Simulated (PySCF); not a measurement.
**Atomic charges by several schemes**

C₆H₉F.
Geometry (GFN2-xTB, Å), atoms numbered from 1 in this order:
```
atom  x, y, z in Å
C1    -1.5476   -0.8053    0.4124
C2    -0.3077   -0.0348   -0.0028
C3    -0.6688    1.2584   -0.7081
F4    -1.3136    2.1109    0.1623
C5     0.8816   -0.1475    0.9077
C6     1.9635    0.1346   -0.0831
C7     0.8860   -0.8501   -0.4097
H8    -2.1912   -0.1743    1.0219
H9    -2.1093   -1.1240   -0.4645
H10   -1.2751   -1.6856    0.9891
H11   -1.3697    1.0654   -1.5284
H12    0.1971    1.8044   -1.0862
H13    0.9386   -0.4764    1.9237
H14    2.9412   -0.2754    0.1417
H15    2.0200    1.0879   -0.5913
H16    0.9476   -1.8789   -0.6961
```

Density: PBE0/pcSseg-1 (PySCF); schemes: Mulliken, IAO, Hirshfeld and ESP-fitted. Isolated species at its GFN2-xTB geometry (one conformer only).

Task: Which atoms carry the lowest charge in the Mulliken, IAO, Hirshfeld and ESP-fitted schemes?

Result: The schemes don't all agree: Mulliken C2 (-0.551); IAO C1 (-0.429); Hirshfeld F4 (-0.126); ESP-fitted C1 (-0.467).

Task: At which atom do the 4 schemes differ most?

Result: At C2: from -0.551 (Mulliken) to +0.140 e (ESP-fitted), 0.691 e apart.

Task: Give the atomic charges in each scheme.

Result: In e:

```
atom                    environment  Mulliken     IAO  Hirshfeld  ESP-fitted
  C1                  methyl carbon    -0.134  -0.429     -0.121      -0.467
  C2     three-membered-ring carbon    -0.551  +0.022     +0.009      +0.140
  C3                 sp3 C–F carbon    +0.324  +0.037     +0.020      -0.080
  F4                 alkyl fluorine    -0.345  -0.336     -0.126      -0.212
  C5  sp3 carbon at a ring junction    -0.043  -0.157     -0.054      -0.083
  C6     three-membered-ring carbon    -0.155  -0.272     -0.081      -0.425
  C7  sp3 carbon at a ring junction    -0.066  -0.168     -0.058      -0.209
  H8                methyl hydrogen    +0.135  +0.156     +0.042      +0.158
  H9                methyl hydrogen    +0.118  +0.141     +0.042      +0.140
 H10                methyl hydrogen    +0.105  +0.141     +0.042      +0.125
 H11             methylene hydrogen    +0.095  +0.135     +0.041      +0.116
 H12             methylene hydrogen    +0.091  +0.137     +0.042      +0.123
 H13               methine hydrogen    +0.090  +0.160     +0.059      +0.145
 H14             methylene hydrogen    +0.125  +0.145     +0.049      +0.197
 H15             methylene hydrogen    +0.126  +0.129     +0.036      +0.157
 H16               methine hydrogen    +0.086  +0.158     +0.057      +0.175
```

Mean size of the charges over all atoms: ESP-fitted 0.185 e, IAO 0.170 e, Mulliken 0.162 e, Hirshfeld 0.055 e. Each set sums to the total charge, 0, to within 0.001 e. The IAO scheme counts the electrons in orthogonalised intrinsic atomic orbitals, a minimal basis polarised so that it spans the occupied orbitals exactly.

Task: Sum the charges by element, for elements with more than one atom.

Result: 
```json
{"element": "C", "atoms": "6", "Mulliken": "-0.625", "IAO": "-0.967", "Hirshfeld": "-0.284", "ESP-fitted": "-1.124"}
{"element": "H", "atoms": "9", "Mulliken": "+0.970", "IAO": "+1.303", "Hirshfeld": "+0.410", "ESP-fitted": "+1.336"}
```

Task: How closely do the schemes follow one another over all atoms?

Result: Correlation coefficient and root-mean-square difference: IAO with Hirshfeld 0.99, 0.134 e; IAO with ESP-fitted 0.94, 0.070 e; Hirshfeld with ESP-fitted 0.92, 0.157 e; Mulliken with Hirshfeld 0.59, 0.177 e; Mulliken with IAO 0.58, 0.186 e; Mulliken with ESP-fitted 0.37, 0.235 e.

Task: How many electrons does the Hirshfeld scheme count on F4?

Result: Z − q = 9 − (-0.126) = 9.126.
